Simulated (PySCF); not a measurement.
## Ionisation energy along the 17-electron series

Calculated with PySCF 2.14 and a two-component X2C-1e Hamiltonian (Gaussian nucleus, no Breit or QED terms), each ion in its own even-tempered basis scaled to its charge; GMP2 freezes 1s2 and drops the highest virtual spinors. Values in eV. NIST values: (m) measured, (s) semi-empirical, (t) theoretical.

```tsv
ion	configuration	GHF (spin-free)	GMP2 (spin-free)	GHF (screened spin-orbit)	GMP2 (screened spin-orbit)	NIST
Pt⁶¹⁺	[Ne] 3s2 3p5	6778.2	6779.4	6650.4	6651.6	6646 ± 12 (t)
Au⁶²⁺	[Ne] 3s2 3p5	6994.4	6995.6	6858.8	6860.0	6854 ± 15 (t)
Hg⁶³⁺	[Ne] 3s2 3p5	7214.3	7215.6	7070.6	7071.8	7066 ± 19 (t)
```

Between Z = 78 and Z = 80 the GMP2 (screened spin-orbit) value grows as Z to the power 2.42.
